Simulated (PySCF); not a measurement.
Vertical excitations of a molecule C2H5F3Si from TDDFT-CAM-B3LYP/def2-SVPD in PySCF 2.14.0, as energy in eV (oscillator strength): 8.79 (0.022), 9.55 (0.127), 9.57 (0.000), 10.15 (0.008), 10.27 (0.044), 10.36 (0.000), 10.41 (0.053), 10.57 (0.021), 10.68 (0.063), 11.00 (0.016). Lowest triplet (TDA): 8.47 eV. Geometry: B3LYP-D3(BJ)/def2-SVP. The values are those of a single conformer.

Identify the compound among the candidates.
(A) CC[Si](F)(F)F
(B) C[Si@@H](F)C(F)F
(C) F[SiH2]CC(F)F
(D) FC[SiH2]C(F)F

A, CC[Si](F)(F)F
